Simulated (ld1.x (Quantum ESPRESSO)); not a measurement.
**An all-electron radial function and its pseudo partner (chromium (Cr))**

Columns: radius, all-electron u(r) and pseudo u(r) of the 3s shell (level -87.21 eV) of chromium in the configuration [Ne] 3s2 3p6 3d4.5 4s0 4p0; LDA (PZ), scalar-relativistic, TM scheme, ld1.x (Quantum ESPRESSO) 7.5.

| r (bohr) | all-electron | pseudo |
| --- | --- | --- |
| 0.103 | -0.1838 | 0.1314 |
| 0.205 | -0.6210 | 0.2716 |
| 0.308 | -0.2863 | 0.4329 |
| 0.410 | 0.2681 | 0.6172 |
| 0.513 | 0.7382 | 0.8191 |
| 0.615 | 1.0277 | 1.0036 |
| 0.718 | 1.1562 | 1.1272 |
| 0.820 | 1.1653 | 1.1558 |
| 0.923 | 1.1001 | 1.0993 |
| 1.025 | 0.9961 | 0.9961 |
| 1.128 | 0.8749 | 0.8749 |
| 1.230 | 0.7534 | 0.7534 |
| 1.332 | 0.6388 | 0.6388 |
| 1.435 | 0.5343 | 0.5343 |
| 1.538 | 0.4427 | 0.4427 |
| 1.640 | 0.3647 | 0.3647 |
| 1.743 | 0.2980 | 0.2980 |
| 1.845 | 0.2428 | 0.2428 |
| 1.948 | 0.1965 | 0.1965 |
| 2.050 | 0.1588 | 0.1588 |
| 2.153 | 0.1277 | 0.1277 |
| 2.255 | 0.1026 | 0.1026 |
| 2.358 | 0.0821 | 0.0821 |
| 2.460 | 0.0656 | 0.0656 |
| 2.562 | 0.0524 | 0.0524 |
| 2.665 | 0.0417 | 0.0417 |

Problem. How many radial nodes do the two functions have?

Solution. The all-electron 3s function has n − l − 1 = 2 (the table is too coarse to show those close to the nucleus); the pseudo-wave has 0, since the states of the same l below it are removed with the core.

Problem. At about which radius was the pseudo-wave matched?

Solution. 1.05 bohr, where the columns begin to agree (steps of 0.10 bohr).

Problem. Where does each function peak?

Solution. Outermost all-electron maximum near 0.82 bohr, pseudo maximum near 0.82 bohr (to the table’s step).

Problem. Is the pseudo-wave norm-conserving?

Solution. Yes: the TM scheme keeps the norm inside the radius equal to the all-electron one, which fixes the energy derivative of the logarithmic derivative at the level.
